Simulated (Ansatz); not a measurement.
Reaction (redistribution): `[OH][Mg][OH]` + `N[Si]1(F)C=N1` → `[NH2][Mg][OH]` + `O[Si]1(F)C=N1`

Program: Ansatz. Geometries: PBE0-D4/def2-TZVP. ΔE: electronic, gas phase. CBS: MP2 limit from def2 TZ/QZ plus the TZ coupled-cluster correction, frozen cores. DFT in def2-TZVPP. B3LYP here is the variant with VWN-RPA as its local correlation; programs differ in this. For Mg outer-core shells are correlated without core-valence functions, which leaves a few kJ/mol of doubt a bond. One conformer a species, not always the lowest.

```json
{"level": "LDA (SPW92)", "ΔE (kcal/mol)": "6.7", "difference from CCSD(T)/CBS": "-0.7"}
{"level": "BLYP-D4", "ΔE (kcal/mol)": "7.0", "difference from CCSD(T)/CBS": "-0.4"}
{"level": "B3LYP-D4", "ΔE (kcal/mol)": "7.4", "difference from CCSD(T)/CBS": "0.0"}
{"level": "r2SCANh-D4", "ΔE (kcal/mol)": "7.2", "difference from CCSD(T)/CBS": "-0.2"}
{"level": "r2SCAN0-D4", "ΔE (kcal/mol)": "7.4", "difference from CCSD(T)/CBS": "0.0"}
{"level": "BHLYP-D4", "ΔE (kcal/mol)": "7.8", "difference from CCSD(T)/CBS": "0.4"}
{"level": "ωB97X-V", "ΔE (kcal/mol)": "7.5", "difference from CCSD(T)/CBS": "0.1"}
{"level": "ωB97M-V", "ΔE (kcal/mol)": "7.0", "difference from CCSD(T)/CBS": "-0.4"}
{"level": "PBE", "ΔE (kcal/mol)": "6.5", "difference from CCSD(T)/CBS": "-0.9"}
{"level": "r2SCAN", "ΔE (kcal/mol)": "7.0", "difference from CCSD(T)/CBS": "-0.4"}
{"level": "BHLYP", "ΔE (kcal/mol)": "7.5", "difference from CCSD(T)/CBS": "0.1"}
{"level": "HF/def2-SVP", "ΔE (kcal/mol)": "10.8", "difference from CCSD(T)/CBS": "3.4"}
{"level": "CCSD(T)/def2-SVP", "ΔE (kcal/mol)": "9.1", "difference from CCSD(T)/CBS": "1.7"}
{"level": "CCSD/def2-TZVPP", "ΔE (kcal/mol)": "6.5", "difference from CCSD(T)/CBS": "-0.9"}
{"level": "MP2/def2-QZVPP", "ΔE (kcal/mol)": "7.8", "difference from CCSD(T)/CBS": "0.4"}
{"level": "MP2/CBS(def2)", "ΔE (kcal/mol)": "8.2", "difference from CCSD(T)/CBS": "0.8"}
{"level": "CCSD(T)/CBS", "ΔE (kcal/mol)": "7.4", "difference from CCSD(T)/CBS": "0"}
```

(1) What do rigid-rotor, harmonic-oscillator terms from PBE0-D4/def2-TZVP frequencies (298.15 K, 1 bar) make of the CCSD(T)/CBS value? (Best estimate.)

Largest T1 diagnostic among the species: 0.013.

Results:

(1) Ansatz gave: ΔZPE = +0.4 kcal/mol, ΔH = +7.4 kcal/mol, ΔS = -7 J/(mol·K), ΔG = +7.9 kcal/mol. Modes under 50 cm⁻¹ make the entropy rough.

At CCSD(T), def2-SVP lies +1.7 kcal/mol from the extrapolated value and def2-TZVPP −1.2 kcal/mol. From BLYP to BHLYP (50 % exact exchange), in def2-TZVPP and without D4, ΔE moves by +1.0 kcal/mol.
